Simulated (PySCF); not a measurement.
## [La(CH3)2]+: one run

[La(CH3)2]+ (singlet). PySCF 2.14.0, RKS PBE0, La lcecp-1-SVP with ECP46, C def2-SVP, H def2-SVP; non-relativistic Hamiltonian with scalar-relativistic core potentials where named; density fitting; no spin-orbit coupling. The geometry is an unrelaxed template.

```python
mol = gto.M(atom='''
La     0.00000     0.00000     0.00000
C      2.32390     0.00000     1.04000
H      3.07530     0.00000     0.25040
H      2.44560     0.89000     1.65740
H      2.44560    -0.89000     1.65740
C     -2.32390     0.00000     1.04000
H     -3.07530     0.00000     0.25040
H     -2.44560    -0.89000     1.65740
H     -2.44560     0.89000     1.65740''',
    basis={'La': 'lcecp-1-SVP', 'C': 'def2-SVP', 'H': 'def2-SVP'},
    ecp={'La': 'lcecp-1-SVP'},
    charge=1, spin=0)
mf = dft.RKS(mol, xc='PBE0')
mf.grids.atom_grid = (50, 194)  # f atoms: unpruned, at least (60, 302)
mf = mf.density_fit()  # fitting sets: La AutoAux, C def2-universal-JKFIT, H def2-universal-JKFIT
mf.conv_tol = 1e-08; mf.max_cycle = 55
mf.kernel(dm0)  # dm0: free metal ions and neutral atoms
```

Run from Python with OMP_NUM_THREADS=2; the lines above give its settings. Where DIIS fails, smearing, a level shift and second-order steps follow.
It took 2.7 s on 2 threads of Arm Neoverse V2, with other jobs on the host, peak memory 0.58 GiB.

(1) Where do the frontier levels lie, over both spins?

(2) What are the Mulliken charges and spins?

Results:

(1) HOMO -10.48 eV, LUMO -6.92 eV. The large-core potential holds the 4f shell empty.

(2) 
| atom | charge (e) | spin (e) |
| --- | --- | --- |
| La1 | 1.443 | 0.000 |
| C2 | -0.565 | 0.000 |
| H3 | 0.113 | 0.000 |
| H4 | 0.115 | 0.000 |
| H5 | 0.115 | 0.000 |
| C6 | -0.565 | 0.000 |
| H7 | 0.113 | 0.000 |
| H8 | 0.115 | 0.000 |
| H9 | 0.115 | 0.000 |
